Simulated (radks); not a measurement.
Results of a calculation; reference values are marked as such.
Problem. These are the eigenvalues of the occupied orbitals of an atom or ion with whole-number occupations (eV). Code: a radial shooting solver on a logarithmic mesh with Libxc functionals. Model: scalar-relativistic Kohn-Sham, r2SCAN, spin-polarised, spherical densities, finite nucleus; meta-GGA in the generalised Kohn-Sham scheme; Fermi nuclear charge, rms radius of each element as measured or else 0.836 A^(1/3) + 0.57 fm.

orbital  eigenvalue
1s up     -41882.25
1s down   -41882.24
2s down   -6758.908
2s up     -6758.890
2p down   -6044.598
2p up     -6044.595
3s up     -1467.299
3s down   -1466.395
3p up     -1239.776
3p down   -1238.865
3d up     -920.5040
3d down   -919.7813
4s up     -297.4126
4s down   -294.7326
4p up     -222.7207
4p down   -219.9687
4d up     -115.5443
4d down   -112.6821
5s up      -42.9388
5s down    -41.1786
5p up      -24.7285
5p down    -23.4084
4f up       -3.7401
6p up       -2.4990

Which element is it, and in what charge state? The configuration may be excited. Open shells, if any, are filled with parallel spins first.

Solution. Z = 59, praseodymium, charge 0: Pr in [Xe] 4f3 6p2. The list shows which subshells hold electrons but not how many an open one holds; the 1s level, -1539.1 hartree, gives Z - s = 55.5 by -(Z - s)^2/2, which with screening and relativity narrows Z to a few neighbours, and the depths of the outer levels then fix element, charge and occupations together.
